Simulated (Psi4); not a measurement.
A dimer, C2H6O ··· CH4S (SMILES COC and CS); the first 9 atoms form monomer A.

```
15

C      1.1035     0.3967     0.0049
O      0.1108    -0.2021    -0.7963
C     -1.0912    -0.4192    -0.0934
H      0.7809     1.3781     0.3777
H      1.3582    -0.2341     0.8671
H      1.9896     0.5260    -0.6147
H     -1.7948    -0.8817    -0.7840
H     -1.5175     0.5239     0.2741
H     -0.9396    -1.0877     0.7647
C      0.6858     4.8840    -5.9188
S     -0.9275     4.4947    -5.1644
H      0.9864     4.1158    -6.6281
H      0.5507     5.8222    -6.4542
H      1.4542     5.0205    -5.1609
H     -0.5605     3.3467    -4.5724
```

Problem. What interaction energy does SAPT0/jun-cc-pVDZ, frozen core run with Psi4 give, and which attractive term is the largest?

Solution. Total -0.24 kcal/mol: electrostatics -0.19, exchange 0.00, induction -0.01, dispersion -0.05. The most attractive term is electrostatics.
